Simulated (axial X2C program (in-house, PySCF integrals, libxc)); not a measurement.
## CoSe: from Re and ωe to a spectrum

A bond curve at the PBEsol level, 2c, was computed with an axial X2C code built on PySCF integrals (basis Se dyall-cv3z [8s9p6d4f1g], Co dyall-cv3z [9s10p6d3f2g] (cores contracted in-house)) for the state Ω = 7/2 (⟨Sz⟩ = 1.50, ⟨Lz⟩ = 2.00 at PBEsol). Its fit gives Re = 2.0729 Å, ωe = 398.5 cm⁻¹, ωexe = 1.11 cm⁻¹ and αe = 4.468e-04 cm⁻¹; the masses are 79.9165 and 58.9332 u. Two-component means X2C with spin–orbit coupling and atomic mean-field Coulomb and Gaunt terms.

Task: Find the reduced mass, Be and the force constant.

Result: From the PBEsol values: μ = 33.9197 u. Be = 16.8576/(μ Re²) = 0.1157 cm⁻¹. k = 5.8918×10⁻⁷ μ ωe² = 3.17 mdyn/Å.

Task: Where do the fundamental and the first overtone lie?

Result: ν(1←0) = ωe − 2ωexe = 396.3 cm⁻¹; ν(2←0) = 2ωe − 6ωexe = 790.3 cm⁻¹.

Task: The dipole moment p changes by 2.47 D/Å at Re. What harmonic infrared intensity follows?

Result: I = 42.256 × (dp/dR)²/μ = 7.6 km/mol.

Task: A Morse curve ties αe to the other constants (Pekeris). How well does that hold?

Result: αe(Morse) = 6Be²/ωe × (√(ωexe/Be) − 1) = 4.226e-04 cm⁻¹; the PBEsol curve gives 4.468e-04 cm⁻¹, a ratio of 0.95.

Task: Estimate the centrifugal constant by the Kratzer relation.

Result: D = 4Be³/ωe² = 3.90e-08 cm⁻¹.

The state is one determinant whose occupation by symmetry is held fixed; it was picked as the lowest of a PBE0 search that is not exhaustive. Density functionals use the spin component along the axis (collinear). Other states lie close and PBE0, whose exact exchange favours high spin, may order them wrongly; the determinant shown need not be the ground state. The nearest other spin-free determinant of the search, M_S = 3/2, Λ = 3, lies 0.39 eV up at the distance of the search. Without a current term, density functionals place determinants with orbital angular momentum somewhat too high. With several unpaired electrons one determinant need not be a pure state. A state of lower Ω lies just above, and one determinant can place such states too high, so the state shown need not be the lowest. The search has Ω = 1/2 only 0.10 eV up.
